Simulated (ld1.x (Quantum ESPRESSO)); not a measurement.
## Before and after: TM potential for thallium (Tl)

- Element: thallium (Tl)
- Generator: ld1.x (Quantum ESPRESSO) 7.5
- Type: norm-conserving Troullier–Martins (Kleinman–Bylander form)
- Functional: PBE
- Relativity: scalar-relativistic
- Frozen core: [Xe] 4f14 5d10
- Valence charge: 3
- Reference configuration: 6s2 6p1
- Partial waves: 6s (bound): rc 2.20 bohr; 6p (bound): rc 2.45 bohr
- Local potential: all-electron potential smoothed inside 2.20 bohr (lloc = -2)
- Core correction: none

All-electron outer shells of the reference configuration (PBE, scalar-relativistic, ld1.x):

```
shell  level (eV)  outermost node (bohr)  outermost maximum (bohr)
   5p      -76.10                   0.50                      0.91
   5d      -15.49                   0.53                      1.11
   6s       -9.55                   1.04                      2.08
   6p       -2.37                   1.23                      2.91
```

Change: core [Kr] 4d10 4f14 5s2, valence charge 19; reference 5p6 5d10 6s1 6p2; waves now 5p (bound): rc 1.15 bohr; 5d (bound): rc 2.20 bohr; 6s (bound): rc 1.55 bohr; local potential the s channel; core correction Bessel-smoothed model core, default radius (core density twice the valence density) (6p counted twice).

Cutoffs: the cutoffs (Ry, on a coarse ladder) from which the occupation-weighted sum of valence levels, in a spherical-Bessel basis at the reference potential, stays within 10 and 1 mRy of its value at 400 Ry; they do not see the model core or the augmentation charge, which bear on the density cutoff. Errors are all-electron minus pseudo energies relative to the spin-unpolarised reference configuration.

Q: What does the change do?

A: The potential gets harder (18 Ry and 30 Ry → 160 Ry and 230 Ry); the miss of the reference levels goes from 0.00 to 0.64 eV; the number of tests that count goes from 7 to 6; neither file shows a bound ghost at the reference potential, the only one tested. The added semicore shells are compact, so their waves need more plane waves. In the changed file ld1.x takes every shell without a wave as core, so the model core holds the 6p electrons as well and exchange and correlation see them twice. This cancels in the reference configuration, but the file is broken for other ones, and its errors say nothing about a proper core correction. Several settings change at once here, so the effects cannot be laid on one of them.

```csv
quantity,base,changed
"cutoff, loose",18 Ry,160 Ry
"cutoff, tight",30 Ry,230 Ry
bound ghosts,none,none
"largest miss of a reference level, eV",0.00,0.64
"tests counted (converged, no solver errors)",7 of 7,6 of 7
```

Changed file: Tests not counted: 5p6 5d10 6s2 6p1.3 (pseudo-atom not self-consistent, printed error -3495 eV).
